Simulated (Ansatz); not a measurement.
Basis-set series for C2H11NSi2, SMILES `CC[SiH](N)[SiH3]`. The species carries charge 0 and has multiplicity 1. All single points use the PBE0-D4/def2-TZVP geometry. It is one conformer, not always the lowest.

```
functional       basis  functions  energy (Eh)  HOMO (eV)  LUMO (eV)
   PBE0-D4    def2-SVP        133   -715.90952      -7.05       0.53
   PBE0-D4  def2-TZVPP        331   -716.27131      -7.24       0.15
   ωB97M-V    def2-SVP        133   -716.16967      -9.32       2.34
   ωB97M-V  def2-TZVPP        331   -716.54226      -9.52       1.76
```

Q: Give the rows for def2-QZVPP. (Best estimate.)

A: Ansatz gave: 
```csv
functional,basis,functions,energy (Eh),HOMO (eV),LUMO (eV)
PBE0-D4,def2-QZVPP,641,-716.29931,-7.28,-0.01
ωB97M-V,def2-QZVPP,641,-716.56885,-9.54,1.38
```

Positive LUMOs are unbound and depend on the basis.
